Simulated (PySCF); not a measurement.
## Mg (magnesium, neutral): r2SCAN0 calculation

Configuration: [Ne] 3p2, high-spin 3P determinant (an excited configuration). All numbers are calculated (PySCF 2.14, scalar relativity by spin-free X2C-1e, in aug-cc-pVDZ-DK).

- Total energy: -200.1033 hartree
- One-electron energy: -278.2135 hartree
- Hartree (Coulomb) energy: 94.5157 hartree
- Exchange-correlation energy: -16.4055 hartree
- ⟨S²⟩: 2.0000
- ⟨L²⟩: 2.000
- Sum of ⟨r⟩: 13.68 bohr
- Sum of ⟨r²⟩: 41.62 bohr²
- Traceless quadrupole moment −½Σ⟨3z² − r²⟩ along its main axis: 7.37 e·bohr²
- Langevin diamagnetic susceptibility: -33.0 ×10⁻⁶ cm³/mol

| shell | electrons | mean orbital energy (eV) | spread (eV) | rms radius, mean of both spins (bohr) |
| --- | --- | --- | --- | --- |
| 1s α | 1 | -1289.8 | 0 | 0.151 |
| 1s β | 1 | -1289.7 | 0 | 0.151 |
| 2s α | 1 | -91.736 | 0 | 0.757 |
| 2s β | 1 | -91.660 | 0 | 0.757 |
| 2p α | 3 | -55.549 | 0.064 | 0.774 |
| 2p β | 3 | -55.407 | 0.198 | 0.774 |
| 3p α | 2 | -3.595 | 0 | 4.29 |
